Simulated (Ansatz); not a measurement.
A nudged elastic band was laid between two geometries of BF2H + H4Si (9 atoms, charge 0, multiplicity 1).

Level of theory: Ansatz, RHF/def2-SVP.

```yaml
movable_images: 7
climbing_image: yes
spring: 5.0 eV/Å²
optimiser: quadratic models (default)
start_path: through a guess of the saddle point
force_threshold: 0.05 eV/Å
iteration_limit: 60
end_points: relaxed
```

Image 0:

```xyz
9
Properties=species:S:1:pos:R:3
B -0.023 1.002 -0.290
H 0.399 1.770 0.511
F 0.680 -0.031 -0.667
F -1.201 1.162 -0.824
Si 0.127 -2.940 1.290
H -0.502 -3.177 -0.029
H 1.597 -2.865 1.143
H -0.223 -4.046 2.211
H -0.378 -1.665 1.855
```

Image 8:

```xyz
9
Properties=species:S:1:pos:R:3
B -0.298 -0.737 -0.478
H 0.780 1.010 2.245
F 0.640 0.167 -0.621
F -1.488 -0.403 -0.912
Si 0.047 -2.573 0.369
H -0.209 -3.630 -0.641
H 1.446 -2.677 0.844
H -0.880 -2.769 1.509
H 0.439 0.823 2.884
```

(1) What changes between the two ends?

(2) Give the energies along the band, and the barrier.

(3) What is the geometry of the highest image?

Answers

(1) Bonds broken: B1–H2, Si5–H9. Bonds formed: B1–Si5, H2–H9. BF2H + H4Si becomes BF2H3Si + H2.

(2) The forces met the threshold. The highest image is number 4 of 0 to 8, 3.09 eV above the first end and 2.26 eV above the last; the last end lies 0.83 eV above the first. Neighbouring images differ by up to 2.6 eV, so the band resolves the path poorly. A vibrational analysis at the climbing image gives one clearly imaginary mode, 1566i cm⁻¹: a first-order saddle point. The orbitals stay closed-shell, which can raise the energy where a bond breaks towards radicals; this wasn't checked here.

```tsv
image	path coordinate (Å)	energy (eV)	B1–H2 (Å)	Si5–H9 (Å)	B1–Si5 (Å)
0	0.00	0.00	1.19	1.48	4.25
1	1.00	0.01	1.19	1.48	4.06
2	2.00	0.05	1.19	1.48	3.60
3	3.00	0.46	1.19	1.49	2.94
4	4.00	3.09	1.36	1.97	2.22
5	4.82	1.38	2.04	2.56	2.04
6	5.63	0.90	2.65	3.16	2.05
7	6.44	0.84	3.13	3.79	2.05
8	7.25	0.83	3.41	4.24	2.05
```

(3) 
```xyz
9
Properties=species:S:1:pos:R:3:forces:R:3
B -0.053 -0.199 0.180 -0.01 0.00 0.01
H 0.269 0.556 1.261 0.00 -0.01 -0.01
F 0.882 0.013 -0.765 -0.01 0.00 0.00
F -1.345 0.040 -0.113 0.00 0.00 0.00
Si 0.105 -2.332 0.787 0.00 -0.01 0.00
H -0.396 -2.905 -0.482 0.00 0.00 0.00
H 1.495 -2.768 1.048 0.00 0.00 0.00
H -0.768 -2.731 1.916 0.00 0.00 -0.01
H 0.287 -0.463 1.368 0.01 0.01 0.00
```

The run took 3.4 min on 1 thread of Arm Neoverse V2 (shared host), peak memory 0.15 GiB.
